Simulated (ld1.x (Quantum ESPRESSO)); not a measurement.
## An all-electron radial function and its pseudo partner (Se (Z = 34))

Columns: radius, all-electron u(r) and pseudo u(r) of the 3d shell (level -63.61 eV) of selenium in the configuration [Ar] 3d10 4s2 4p3; PBE, scalar-relativistic, PAW scheme, ld1.x (Quantum ESPRESSO) 7.5.

```json
{"r (bohr)": "0.082", "all-electron": "0.1420", "pseudo": "0.0022"}
{"r (bohr)": "0.165", "all-electron": "0.5350", "pseudo": "0.0171"}
{"r (bohr)": "0.248", "all-electron": "0.9074", "pseudo": "0.0547"}
{"r (bohr)": "0.330", "all-electron": "1.1410", "pseudo": "0.1183"}
{"r (bohr)": "0.413", "all-electron": "1.2417", "pseudo": "0.2072"}
{"r (bohr)": "0.495", "all-electron": "1.2422", "pseudo": "0.3110"}
{"r (bohr)": "0.578", "all-electron": "1.1809", "pseudo": "0.4195"}
{"r (bohr)": "0.660", "all-electron": "1.0880", "pseudo": "0.5158"}
{"r (bohr)": "0.742", "all-electron": "0.9815", "pseudo": "0.5886"}
{"r (bohr)": "0.825", "all-electron": "0.8713", "pseudo": "0.6299"}
{"r (bohr)": "0.908", "all-electron": "0.7652", "pseudo": "0.6354"}
{"r (bohr)": "0.990", "all-electron": "0.6680", "pseudo": "0.6091"}
{"r (bohr)": "1.072", "all-electron": "0.5797", "pseudo": "0.5593"}
{"r (bohr)": "1.155", "all-electron": "0.5001", "pseudo": "0.4958"}
{"r (bohr)": "1.238", "all-electron": "0.4300", "pseudo": "0.4298"}
{"r (bohr)": "1.320", "all-electron": "0.3695", "pseudo": "0.3695"}
{"r (bohr)": "1.402", "all-electron": "0.3168", "pseudo": "0.3168"}
{"r (bohr)": "1.485", "all-electron": "0.2707", "pseudo": "0.2707"}
{"r (bohr)": "1.568", "all-electron": "0.2310", "pseudo": "0.2310"}
{"r (bohr)": "1.650", "all-electron": "0.1972", "pseudo": "0.1972"}
{"r (bohr)": "1.733", "all-electron": "0.1678", "pseudo": "0.1678"}
{"r (bohr)": "1.815", "all-electron": "0.1429", "pseudo": "0.1429"}
{"r (bohr)": "1.898", "all-electron": "0.1214", "pseudo": "0.1214"}
{"r (bohr)": "1.980", "all-electron": "0.1032", "pseudo": "0.1032"}
{"r (bohr)": "2.062", "all-electron": "0.0876", "pseudo": "0.0876"}
{"r (bohr)": "2.145", "all-electron": "0.0742", "pseudo": "0.0742"}
```

(1) How many radial nodes do the two functions have?

(2) At about which radius was the pseudo-wave matched?

(3) Where does each function peak?

(4) Is the pseudo-wave norm-conserving?

## Answers

(1) The all-electron 3d function has n − l − 1 = 0; the pseudo-wave has 0.

(2) 1.35 bohr. The columns agree to 0.0005 from 1.24 bohr on; several derivatives are matched, so the curves merge somewhat inside the radius.

(3) Outermost all-electron maximum near 0.49 bohr, pseudo maximum near 0.91 bohr (to the table’s step).

(4) No, it belongs to a PAW set: the norm inside the radius is not constrained, and the difference is carried by the augmentation charge.
